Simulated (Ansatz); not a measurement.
`CN(C)[Si]Cl`, relaxed with RKS PBE-D4/def2-SVP in Ansatz 0.2.0 from a rough embedded geometry. The force threshold is 0.03 eV/Å; the program also tests the step.

Total charge 0; spin multiplicity 1.

Start:

```xyz
11

C     0.515    1.117    0.117
N     0.529   -0.281   -0.025
C    -0.586   -0.818    0.748
Si    1.064   -1.053   -1.476
Cl   -0.451   -0.695   -2.919
H     0.480    1.497    1.173
H     1.425    1.624   -0.294
H    -0.330    1.610   -0.375
H    -0.508   -1.931    0.896
H    -0.571   -0.464    1.817
H    -1.568   -0.605    0.339
```

Task: By how much does the energy fall, and how many steps does the optimiser take? (Estimate.)

Result: The calculation gave: 1.10 eV, in 17 steps.

Task: Which bonds change most? (An estimate is asked.)

Result: Computed: C1–N2 from 1.405 to 1.459 Å; C3–H11 from 1.085 to 1.114 Å; N2–Si4 from 1.728 to 1.752 Å; C3–H9 from 1.125 to 1.106 Å.

Task: Give the relaxed structure. (An estimate is asked.)

Result: Computed: 
```xyz
11

C     0.574    1.295    0.269
N     0.203   -0.001   -0.285
C    -0.781   -0.716    0.510
Si    0.994   -0.448   -1.784
Cl    0.118   -2.366   -2.151
H     1.012    1.191    1.288
H     1.328    1.789   -0.380
H    -0.308    1.971    0.349
H    -1.006   -1.695    0.049
H    -0.408   -0.885    1.545
H    -1.727   -0.134    0.590
```
